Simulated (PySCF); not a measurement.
Converging Cs2 in the basis (PBE)

PySCF, UKS reference; singlet, unpaired electrons none; De to Cs + Cs without counterpoise correction.

```csv
basis,relativity,functions,Re (Å),ωe (cm⁻¹),De (eV)
def2-SVP,scalar-relativistic core potentials,48,4.749,39.3,0.48
def2-SVPD,scalar-relativistic core potentials,54,4.749,39.3,0.48
def2-TZVP,scalar-relativistic core potentials,58,4.742,40.2,0.49
def2-TZVPP,scalar-relativistic core potentials,72,4.743,40.2,0.49
```

Problem. How does each smaller set differ from the one with most functions, def2-TZVPP?

Solution. def2-SVP: +0.6 pm, -2.2 % in ωe, -0.01 eV in De; def2-SVPD: +0.6 pm, -2.2 % in ωe, -0.01 eV in De; def2-TZVP: -0.1 pm, +0.0 % in ωe, +0.00 eV in De. All at PBE; the set with most functions is neither the basis-set limit nor always the best.

Closed-shell solutions of metal pairs were not tested for spin polarisation, which can lower them a little. Spin–orbit coupling is left out.
